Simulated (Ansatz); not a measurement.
def2 core potentials replace the inner electrons of Bi.

Cartesian coordinates (Å):
SMILES: C(C=C)[CH2][Bi]([OH])[OH]
```xyz
16

C     -2.7014     0.3692     0.5832
C     -1.9106    -0.4733    -0.0828
C     -0.6322    -0.0926    -0.7645
C      0.5816    -0.8071    -0.1769
Bi     2.5317     0.0188    -1.0418
O      3.6578    -0.4935     0.6480
O      1.9968     1.9919    -0.5541
H     -3.6169     0.0296     1.0746
H     -2.4631     1.4358     0.6556
H     -2.1834    -1.5360    -0.1308
H     -0.7124    -0.3310    -1.8417
H     -0.4841     0.9983    -0.7004
H      0.6437    -0.6453     0.9131
H      0.5524    -1.8964    -0.3463
H      3.0885    -0.6135     1.4180
H      1.6518     2.0452     0.3466
```
Charge 0, spin multiplicity 1.

Calculation: frozen-core CCSD(T)/def2-TZVPP // PBE0-D3(BJ)/def2-SVP (Ansatz, a quantum-chemistry and plane-wave program).

```yaml
HF energy: -520.09830 Ha
MP2 correlation energy: -1.61076 Ha
```

**Question.** Estimate the CCSD correlation energy, the (T) correction, the total energy and the T1 diagnostic.

**Answer.** 
```yaml
CCSD correlation energy: -1.61446 Ha
"(T) correction": -0.06373 Ha
CCSD(T) total energy: -521.77648 Ha
T1 diagnostic: 0.014
```
